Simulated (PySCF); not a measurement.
A GIAO shielding run with PySCF 2.14 (density fitting, non-relativistic, gas phase) on `CO[C@H](F)S(C)(=O)=O`, C$_{3}$H$_{7}$FO$_{3}$S:

```
$ OMP_NUM_THREADS=1 python probes_run.py task.json out

{"job": {"kind": "nmr", "xc": "PBE0", "basis": "pcSseg-1"}, "charge": 0, "multiplicity": 1}
C     -2.141874     0.337135    -0.202094
O     -1.112627     0.626938     0.734806
C     -0.402174    -0.460664     1.149566
F      0.199562    -0.157653     2.323138
S      1.001684    -0.778912    -0.049988
C      1.989180     0.726659     0.100514
O      1.756816    -1.916311     0.386848
O      0.412706    -0.833923    -1.361816
H     -2.853067    -0.381360     0.216304
H     -2.640810     1.285543    -0.386216
H     -1.718631    -0.055520    -1.129044
H     -0.996376    -1.376775     1.282212
H      2.405358     0.748123     1.098487
H      2.769728     0.681582    -0.648118
H      1.326111     1.563130    -0.076100
```

Hardware: 1 thread of an Arm Neoverse V1, shared host. The job also computes population analyses, field gradients.

(1) How large is the calculation?

(2) How long does it take, and how much memory does it need?

## Answers

(1) 74 electrons, 178 basis functions and 948 auxiliary functions.

(2) 37 s of wall time, with 15 SCF cycles and 4 response iterations; peak memory 0.81 GiB. Times on a shared host scatter by some tens of per cent.
